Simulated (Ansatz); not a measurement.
## How basis sets differ on BCl3 (boron trichloride)

BCl3 has 4 atoms, charge 0, and is taken as a singlet. As SMILES, `ClB(Cl)Cl`. The shape is that of a PBE0-D4/def2-TZVP optimisation.

Quantity: the vertical ionisation energy (to the doublet cation), in eV. The values are calculated.

```tsv
level	kind	program	value (eV)	CPU time (all runs)
MP2/STO-3G	perturbation theory	Ansatz	10.81	2.1 s
MP2/def2-SV(P)	perturbation theory	Ansatz	11.88	6.9 s
MP2/6-311+G**	perturbation theory	Ansatz	11.92	38 s
MP2/def2-TZVP	perturbation theory	Ansatz	12.18	29 s
MP2/def2-TZVPP	perturbation theory	Ansatz	12.19	35 s
```

The values span 10.81 to 12.19 eV. Without the sets that lack polarisation functions the rows with a basis span only 11.88 to 12.19 eV. Times are those of the runs behind each value, whatever else they computed, on shared processors of several kinds: orders of magnitude only.
